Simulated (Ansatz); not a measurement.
Geometry optimisation, RKS PBE0-D4/def2-SVP in Ansatz.

Input:

```yaml
crystal:
  periodic: [false, false, false]
  atoms:
    - { symbol: Si, position_ang: [-0.4676, 0.5463, 0.9619] }
    - { symbol: "N", position_ang: [1.4625, -0.2988, 1.2021] }
    - { symbol: "N", position_ang: [-0.1689, -0.115, -0.5264] }
    - { symbol: C, position_ang: [-0.872, -0.3165, -1.766] }
    - { symbol: H, position_ang: [1.0185, -0.5248, -0.0467] }
    - { symbol: H, position_ang: [-1.2933, 0.0519, 2.0518] }
    - { symbol: Cl, position_ang: [-0.3078, 2.544, 1.272] }
    - { symbol: H, position_ang: [2.2363, 0.3313, 1.3481] }
    - { symbol: H, position_ang: [1.5493, -1.0907, 1.8199] }
    - { symbol: H, position_ang: [-1.0716, -1.3821, -1.9243] }
    - { symbol: H, position_ang: [-1.8259, 0.2145, -1.7935] }
    - { symbol: H, position_ang: [-0.2597, 0.0399, -2.599] }
basis:
  gaussian: { orbitals: def2-SVP }
hamiltonian:
  xc: pbe0
  dispersion: d4
relax:
  f_tol: 0.15
  max_steps: 25
  restrain:
    - { distance: [4, 1], at: 2.32, k: 30.0 }
    - { distance: [0, 1], at: 1.82, k: 30.0 }
    - { distance: [4, 2], at: 1.02, k: 30.0 }
```

Run as:

```bash
$ ansatz run input.yaml --threads 2 --pin off --max-ram 3072MiB --backend cpu --events-out ev --progress --plain --runs-dir out
```

Where does it end, and by what steps?

The forces met the threshold. The restraints hold the end off the free minimum. After 10 steps the energy has fallen by 2.308 eV (the restraints' own energy left out); H5 moved furthest, 0.69 Å. Joined: N3–H5.

```json
{"step": "0", "energy less start (eV)": "0.0000", "largest force component (eV/Å)": "3.300", "accepted": "yes"}
{"step": "1", "energy less start (eV)": "-0.6638", "largest force component (eV/Å)": "3.528", "accepted": "yes"}
{"step": "2", "energy less start (eV)": "-1.5019", "largest force component (eV/Å)": "3.181", "accepted": "yes"}
{"step": "3", "energy less start (eV)": "-2.0410", "largest force component (eV/Å)": "1.138", "accepted": "yes"}
{"step": "4", "energy less start (eV)": "-2.0998", "largest force component (eV/Å)": "1.252", "accepted": "yes"}
{"step": "5", "energy less start (eV)": "-2.1612", "largest force component (eV/Å)": "1.246", "accepted": "yes"}
{"step": "6", "energy less start (eV)": "-2.2323", "largest force component (eV/Å)": "1.380", "accepted": "yes"}
{"step": "7", "energy less start (eV)": "-2.2877", "largest force component (eV/Å)": "1.079", "accepted": "yes"}
{"step": "8", "energy less start (eV)": "-2.2840", "largest force component (eV/Å)": "0.963", "accepted": "yes"}
{"step": "9", "energy less start (eV)": "-2.3045", "largest force component (eV/Å)": "1.181", "accepted": "yes"}
{"step": "10", "energy less start (eV)": "-2.3081", "largest force component (eV/Å)": "1.051", "accepted": "yes"}
```

```xyz
12
Properties=species:S:1:pos:R:3
Si -0.092 0.344 0.951
N 1.503 -0.221 1.507
N -0.095 -0.384 -0.582
C -0.932 -0.286 -1.743
H 0.858 -0.732 -0.680
H -1.231 -0.034 1.824
Cl -0.105 2.428 0.892
H 2.151 0.528 1.737
H 1.490 -0.876 2.285
H -1.109 -1.269 -2.214
H -1.917 0.115 -1.461
H -0.522 0.388 -2.517
```

The run took 37 s on 2 threads of Arm Neoverse V2, with other jobs on the host, peak memory 0.26 GiB.
